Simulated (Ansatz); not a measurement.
Input for Ansatz (an electronic-structure program): U-CCSD(T)/cc-pV(T+d)Z on AlH5Si (SMILES [AlH2][SiH3]), a point of a bond scan (R = 3.167 Å). Files ending in .json are basis or fitting sets from the Basis Set Exchange.

Ansatz 0.2 input:
```yaml
crystal:
  periodic: [false, false, false]
  atoms:
    - {symbol: Al, position_ang: [0.03394872, -0.60450630, -1.15927772]}
    - {symbol: H, position_ang: [-2.61019086, -0.87017330, -2.88197836]}
    - {symbol: H, position_ang: [1.38583772, -1.18780901, -1.74138382]}
    - {symbol: Si, position_ang: [-0.02792387, 0.52763245, 1.02391416]}
    - {symbol: H, position_ang: [-0.03926723, 2.00388745, 0.82696529]}
    - {symbol: H, position_ang: [1.14506402, 0.20807389, 1.87836413]}
    - {symbol: H, position_ang: [-1.25391258, 0.18491499, 1.79249452]}
basis:
  gaussian:
    orbitals: cc-pV_T+d_Z.json
correlation: {method: ccsd_t, electrons: outside_noble_gas}
scf: {omitted_lower_state_checks: [cluster_reference]}
magnetization: {spin_polarized: true, initial_magnetization: 0}
```

It printed:

```
WARN ansatz: RAYON_NUM_THREADS=1 ignored (pool sized by the plan → 1); use --threads N
Functional definition: HF
these checks for a lower state are left out or cut short: cluster_reference
integrals: 0.55 GiB planned
842 factors; integrals over basis functions are off by at most 1.2e-3 eV
mean field: 0.43 GiB planned
mean field evaluation 1: about -14518.5384 eV, gradient 1.1e1 eV
mean field evaluation 2: about -14518.5364 eV, gradient 1.1e1 eV
mean field evaluation 4: about -14520.4219 eV, gradient 1.4e0 eV
mean field evaluation 8: about -14520.4478 eV, gradient 1.5e-3 eV
mean field evaluation 16: about -14521.6196 eV, gradient 4.6e-4 eV
mean field evaluation 32: about -14520.6349 eV, gradient 4.3e0 eV
mean field -14521.61958162 eV, -533.6596765174 hartree, gradient 2.1e-6 eV, S^2 0.871266; 8 other end points of the search recorded, 0 dependent functions left out
10 core orbitals not correlated
reference -14521.61958162 eV, -533.6596765174 hartree; 6, 6 occupied and 132, 132 virtual orbitals, 842 factors
second order -5.21958517 eV of doubles, -0.00000000 eV of singles
coupled cluster: 1.91 GiB planned
cycle   1  -6.01841154 eV  change   -8.0e-1 eV  update   7.7e-2
cycle   2  -6.34906111 eV  change   -3.3e-1 eV  update   3.4e-2
cycle   3  -6.38052851 eV  change   -3.1e-2 eV  update   2.0e-2
cycle   4  -6.39369762 eV  change   -1.3e-2 eV  update   1.6e-2
cycle   5  -6.41859963 eV  change   -2.5e-2 eV  update   1.4e-2
cycle   6  -6.45796050 eV  change   -3.9e-2 eV  update   1.1e-2
cycle   7  -6.50397295 eV  change   -4.6e-2 eV  update   8.4e-3
cycle   8  -6.52718350 eV  change   -2.3e-2 eV  update   4.8e-3
cycle   9  -6.53498172 eV  change   -7.8e-3 eV  update   2.2e-3
cycle  10  -6.53722836 eV  change   -2.2e-3 eV  update   9.1e-4
cycle  11  -6.53791901 eV  change   -6.9e-4 eV  update   4.4e-4
cycle  12  -6.53794587 eV  change   -2.7e-5 eV  update   1.7e-4
cycle  13  -6.53792031 eV  change    2.6e-5 eV  update   7.6e-5
cycle  14  -6.53784512 eV  change    7.5e-5 eV  update   3.8e-5
cycle  15  -6.53784223 eV  change    2.9e-6 eV  update   2.1e-5
cycle  16  -6.53785472 eV  change   -1.2e-5 eV  update   1.3e-5
cycle  17  -6.53785408 eV  change    6.4e-7 eV  update   7.9e-6
cycle  18  -6.53784683 eV  change    7.2e-6 eV  update   5.7e-6
cycle  19  -6.53783631 eV  change    1.1e-5 eV  update   3.8e-6
cycle  20  -6.53783024 eV  change    6.1e-6 eV  update   2.4e-6
cycle  21  -6.53782672 eV  change    3.5e-6 eV  update   1.5e-6
coupled cluster: 1.91 GiB planned
perturbative correction -0.24713494 eV, -0.0090820414 hartree
Total energy: -14528.40454328 eV, -533.9090192591 hartree
Checks for a lower state left out: cluster_reference
```

The run converged. Its determinant has ⟨S²⟩ = 0.87, a mixture of spin states.

Cost: around 50 core-seconds (rough).
